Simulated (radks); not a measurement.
The numbers below are computed, except where a source is named.
Q: Tm XV, configuration [Kr] 4d10 4f9. Code: a radial shooting solver on a logarithmic mesh with Libxc functionals. Model: non-relativistic Kohn-Sham, r2SCAN, spin-polarised, spherical densities, point nucleus; open shells are filled with parallel spins first (spin-orbit coupling, left out, can overturn this in heavy ions); meta-GGA in the generalised Kohn-Sham scheme; relativity is left out, which matters for an element this heavy. Some entries of the table are withheld. Estimate them.

| orbital | occ. | eigenvalue (eV) | <r^2> (bohr^2) |
|---|---|---|---|
| 1s down | 1 | -55448.35 | 0.0006453 |
| 1s up | 1 | -55448.33 | 0.0006453 |
| 2s up | 1 | -9234.855 | 0.01017 |
| 2s down | 1 | -9234.797 | 0.01017 |
| 2p up | 3 | -8829.387 | 0.007545 |
| 2p down | 3 | -8829.351 | 0.007545 |
| 3s up | 1 | -2296.137 | 0.06457 |
| 3s down | 1 | -2291.303 | 0.06443 |
| 3p up | 3 | -2111.694 | 0.06012 |
| 3p down | 3 | -2107.304 | 0.05996 |
| 3d up | 5 | -1768.709 | 0.04741 |
| 3d down | 5 | -1765.572 | 0.04725 |
| 4s up | 1 | -674.9829 | 0.3144 |
| 4s down | 1 | -667.7945 | 0.3153 |
| 4p up | 3 | (1) | 0.3266 |
| 4p down | 3 | (2) | 0.3279 |
| 4d up | 5 | -462.5232 | 0.3536 |
| 4d down | 5 | -455.1928 | 0.3558 |
| 4f up | 7 | -287.6449 | 0.4202 |
| 4f down | 2 | -280.0823 | 0.4290 |

A: 
(1) 4p up eigenvalue (eV): -599.1763
(2) 4p down eigenvalue (eV): -591.9491
